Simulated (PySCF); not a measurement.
Cl4H2Si2, SMILES Cl[SiH2][Si](Cl)(Cl)Cl. Atoms are numbered in the order given.

```xyz
8

Si     1.1887     1.3819     0.0000
Cl    -0.1930     2.9265     0.0000
Si     0.0023    -0.6259     0.0000
Cl    -1.1869    -0.7646     1.6745
Cl    -1.1869    -0.7646    -1.6745
Cl     1.3468    -2.1924     0.0000
H      2.0336     1.4660     1.2233
H      2.0336     1.4660    -1.2233
```
Charge 0, spin multiplicity 1.

Geometry: r2SCAN-D4/def2-SVP. Other conformers were not sampled.

Method: TDDFT-PBE/def2-SVPD (PySCF 2.14.0).

Vertical excitations. Isolated molecule, no solvent. State labels are in the subgroup Cs.

```json
[
 {"state": "S1", "symmetry": "A'", "energy (eV)": "5.54", "λ (nm)": "224", "f": "0.018", "main pairs": "HOMO→LUMO 96 %"},
 {"state": "S2", "symmetry": "A'", "energy (eV)": "5.90", "λ (nm)": "210", "f": "0.082", "main pairs": "HOMO→LUMO+1 92 %"},
 {"state": "S3", "symmetry": "A\"", "energy (eV)": "5.96", "λ (nm)": "208", "f": "0.002", "main pairs": "HOMO−1→LUMO 82 %"},
 {"state": "S4", "symmetry": "A\"", "energy (eV)": "6.01", "λ (nm)": "206", "f": "0.000", "main pairs": "HOMO−2→LUMO 88 %"},
 {"state": "S5", "symmetry": "A\"", "energy (eV)": "6.12", "λ (nm)": "202", "f": "0.029", "main pairs": "HOMO→LUMO+2 83 %"},
 {"state": "S6", "symmetry": "A\"", "energy (eV)": "6.28", "λ (nm)": "197", "f": "0.003", "main pairs": "HOMO−3→LUMO 89 %"},
 {"state": "S7", "symmetry": "A\"", "energy (eV)": "6.32", "λ (nm)": "196", "f": "0.001", "main pairs": "HOMO−1→LUMO+1 69 %, HOMO−2→LUMO+1 26 %"},
 {"state": "S8", "symmetry": "A'", "energy (eV)": "6.36", "λ (nm)": "195", "f": "0.041", "main pairs": "HOMO−4→LUMO 93 %"},
 {"state": "S9", "symmetry": "A\"", "energy (eV)": "6.43", "λ (nm)": "193", "f": "0.000", "main pairs": "HOMO−2→LUMO+1 73 %, HOMO−1→LUMO+1 23 %"},
 {"state": "S10", "symmetry": "A'", "energy (eV)": "6.50", "λ (nm)": "191", "f": "0.010", "main pairs": "HOMO−1→LUMO+2 86 %"},
 {"state": "T1", "symmetry": "A'", "energy (eV)": "4.99", "λ (nm)": "249", "f": "0", "main pairs": "HOMO→LUMO 99 %"},
 {"state": "T2", "symmetry": "A\"", "energy (eV)": "5.45", "λ (nm)": "227", "f": "0", "main pairs": "HOMO→LUMO+2 98 %"},
 {"state": "T3", "symmetry": "A'", "energy (eV)": "5.50", "λ (nm)": "225", "f": "0", "main pairs": "HOMO→LUMO+1 99 %"},
 {"state": "T4", "symmetry": "A\"", "energy (eV)": "5.75", "λ (nm)": "216", "f": "0", "main pairs": "HOMO−1→LUMO 77 %, HOMO−2→LUMO 22 %"}
]
```
Triplets are in the Tamm–Dancoff approximation, which puts them higher than full response would, so one can lie above its singlet here.
